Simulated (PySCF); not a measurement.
## TcSF2: from structure and modes to constants

Method: UB3LYP in PySCF with Tc def2-SVP with ECP28, S def2-SVP, F def2-SVP; scalar-relativistic core potentials, no spin–orbit coupling; density-fitted integrals.

The quartet minimum has C2v symmetry. Masses (u): Tc 98.90722, S 31.97207, F 18.99840.

```xyz
4
charge 0 multiplicity 4, angstrom
Tc    0.0000    0.0000   -0.2368
S     0.0000    0.0000    1.8598
F     1.7090    0.0000   -0.9522
F    -1.7090    0.0000   -0.9522
```

Harmonic wavenumbers (cm⁻¹): 145.4 (b1, ×1), 177.0 (a1, ×1), 180.0 (b2, ×1), 552.7 (a1, ×1), 657.6 (a1, ×1), 712.2 (b2, ×1).

(1) Find the principal moments of inertia and the rotational constants. What kind of rotor is it?

(2) What is the harmonic zero-point energy?

(3) Find the vibrational entropy and heat capacity at 298.15 K.

(4) Give the standard entropy (298.15 K, 1 bar) by its translational, rotational, vibrational and spin parts, and Cp.

Results:

(1) About the centre of mass I = 110.98, 150.58, 261.56 u Å². With B = 16.8576/I this gives 0.1519, 0.1119, 0.06445 cm⁻¹. The molecule is an asymmetric top with κ = 0.09.

(2) Half the sum of all 6 wavenumbers, 2425/2 = 1212 cm⁻¹, which is 14.5 kJ/mol (1 cm⁻¹ = 0.0119627 kJ/mol).

(3) With u = 1.43878 ω/T, each mode gives S = R[u/(eᵘ−1) − ln(1−e⁻ᵘ)] and C = R u² eᵘ/(eᵘ−1)².
```
ω (cm⁻¹)      u  S (J/(mol K))  C (J/(mol K))
   145.4  0.701          11.43           7.98
   177.0  0.854           9.87           7.83
   180.0  0.869           9.74           7.81
   552.7  2.667           2.25           4.74
   657.6  3.173           1.51           3.82
   712.2  3.437           1.22           3.37
```
The sums over all modes are S = 36.0 and C = 35.6 J/(mol K); the softest mode gives 32 % of the entropy.

(4) Sackur–Tetrode with M = 168.88 u gives 172.8; rotation with symmetry number 2 gives 106.3; vibration 36.0; spin R ln 4 = 11.5. The total is 326.7 J/(mol K), and Cp = 4 R + 35.6 = 68.8 J/(mol K).

Only a few start shapes were tried, so a lower isomer may exist. Other spin states or occupations of the open shell can lie lower.
